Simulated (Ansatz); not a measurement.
`[CH3][Ge]([NH2])([Cl])[Cl]` + H₂ → `[CH3][GeH]([NH2])[Cl]` + HCl at 700 K and 1 bar (hydrogenolysis of a Ge–Cl bond).

Gas-phase electronic energies from Ansatz, PBE0-D4/def2-TZVP geometries. CCSD(T)/CBS adds triple-zeta CCSD(T) − MP2 to the extrapolated MP2 energy (def2 sets, frozen cores). This one scheme is used for every species. For Ge outer-core shells are correlated without core-valence functions, which leaves a few kJ/mol of doubt a bond. Scalar relativity is left out up to krypton. Each species was taken in one conformer, which may not be the lowest.

```csv
species,CCSD(T)/CBS energy (Eh),H − E (kJ/mol),S (J/(mol·K))
`[CH3][Ge]([NH2])([Cl])[Cl]`,-3091.55637,255.9,514.9
H₂,-1.17544,46.8,155.3
`[CH3][GeH]([NH2])[Cl]`,-2632.32972,265.3,459.8
HCl,-460.38127,38.4,211.8
```

H − E and S are ideal-gas, rigid-rotor, harmonic terms from PBE0-D4/def2-TZVP, for one conformer and one mirror image of each species. The MP2-based limit puts H₂ 0.8 mEh under its directly extrapolated value; such offsets cancel only in part. 1 Eh = 2625.50 kJ/mol, R = 8.31446 J/(mol·K).

Task: By hand: ΔE, ΔH, ΔS and ΔG.

Result: ΔE = (-2632.32972) + (-460.38127) − (-3091.55637) − (-1.17544) = 0.02082 Eh = 54.7 kJ/mol. Δ(H − E) = 265.3 + 38.4 − 255.9 − 46.8 = 1.0, so ΔH = 55.7 kJ/mol. ΔS = 459.8 + 211.8 − 514.9 − 155.3 = 1.4 J/(mol·K). ΔG = 55.7 − 700 × (1.4)/1000 = 54.7 kJ/mol.

Task: By hand: the equilibrium constant, and the temperature at which ΔG would vanish if ΔH and ΔS stayed fixed.

Result: log₁₀ K = −ΔG/(RT ln 10) = -4.1. ΔG = 0 at ΔH/ΔS = 39786 K, far beyond where these terms or the molecules hold.

The number of gas molecules stays the same, so ΔS is small and ΔH decides. A doubt of 5 kJ/mol in ΔE shifts log₁₀ K by 0.4 here. Other conformers and mirror images would add mixing entropy, several J/(mol·K) or more a flexible species. Modes under 60 cm⁻¹, often nearly free rotors, make the harmonic entropy too high. These are equilibria of isolated gas molecules and say nothing of rates. Largest T1 diagnostic: 0.010 (customary marks: 0.02 for closed shells, 0.045 for open ones).
